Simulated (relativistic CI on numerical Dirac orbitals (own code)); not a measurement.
A reference radial Dirac CI calculation of Er59+ gave the lowest total energy -8694.90633 Ha in 40 SCF steps, from this input:

```
atom Er  Z=68  charge=59  electrons=9
nucleus A=166  rms_radius_fm=5.2516
hamiltonian dirac-coulomb  breit=on  qed=on  c_scale=1
orbitals kli  potential=per-configuration
slater_scale 1
correlation none
mixing on
grid step=0.0125 r_max=2.3
scf mixing=0.4 start=green max_iterations=150 tolerance=2e-08 node_fill=0.05
configurations
  [He] 2s2 2p5
  [He] 2s 2p6
  [He] 2p6 3s
  [He] 2p6 3p
  [He] 2s2 2p4 3s
end
```

One setting was then changed (and the iteration limit cut to 95), and the output read:

```
SCF 1: [He] 2s2 2p5
 iter      energy (Ha)   residual   last orbital (Ha)
    1     -8687.130275   3.61e+00   -568.68499
    2     -8695.832505   2.15e+00   -534.66455
    3     -8700.546489   3.90e-02   -486.62895
SCF 2: [He] 2s 2p6
 iter      energy (Ha)   residual   last orbital (Ha)
    1     -8647.231843   3.68e+00   -568.68499
    2     -8656.568015   2.19e+00   -534.00967
    3     -8661.608897   3.96e-02   -485.20504
SCF 3: [He] 2p6 3s
 iter      energy (Ha)   residual   last orbital (Ha)
    1     -8336.823138   3.63e+00   -257.04299
    2     -8345.284063   2.16e+00   -243.59859
    3     -8349.807985   3.81e-02   -224.98547
SCF 4: [He] 2p6 3p
 iter      energy (Ha)   residual   last orbital (Ha)
    1     -8325.726409   3.60e+00   -244.48384
    2     -8334.421006   2.14e+00   -230.38947
    3     -8339.143265   3.75e-02   -211.02199
SCF 5: [He] 2s2 2p4 3s
 iter      energy (Ha)   residual   last orbital (Ha)
    1     -8416.018284   3.49e+00   -257.04299
    2     -8423.295602   2.08e+00   -243.84611
    3     -8427.285108   3.17e-02   -225.50630
orbital energies (Ha): 1s -2300.9879  2s -535.2299  2p1/2 -522.0290  2p3/2 -486.6290
configuration averages (Ha): Dirac-Coulomb, Breit, QED
  2s2 2p5                      -8700.546489    8.967146    8.216075
  2s 2p6                       -8661.608897    9.156659    7.750898
  2p6 3s                       -8349.807985    8.724385    7.370330
  2p6 3p                       -8339.143265    8.759337    7.242913
  2s2 2p4 3s                   -8427.285108    8.324725    8.309564
levels: no., configuration, term, J, E (cm-1), weight
   1 2s2 2p5                2P*  3/2              0.0  1.00
   2 2s2 2p5                2P*  1/2        7612484.3  1.00
   3 2s 2p6                 2S   1/2       11022212.7  1.00
   4 2s2 2p4 3s             4P   5/2       57164458.2  0.69
   5 2s2 2p4 3s             2P   3/2       57245106.7  0.56
   6 2s2 2p4 3s             2S   1/2       57627450.0  0.64
   7 2s2 2p4 3s             4P   3/2       64806066.3  0.87
   8 2s2 2p4 3s             2P   1/2       64876949.3  0.66
   9 2s2 2p4 3s             2D   5/2       64965434.9  0.69
  10 2s2 2p4 3s             2D   3/2       65011470.3  0.67
  11 2s2 2p4 3s             4P   1/2       72787184.8  0.42
  12 2p6 3s                 2S   1/2       79332206.7  0.99
  13 2p6 3p                 2P*  1/2       80175378.7  1.00
  14 2p6 3p                 2P*  3/2       82307670.5  1.00
lowest total energy -8694.925045 Ha
end: converged
```

Question: Which setting was changed?
A. speed of light
B. QED terms
C. charge
D. SCF tolerance

Answer: D. The SCF tolerance 0.3. This setting is bad on purpose; its numbers may not be properties of the ion.
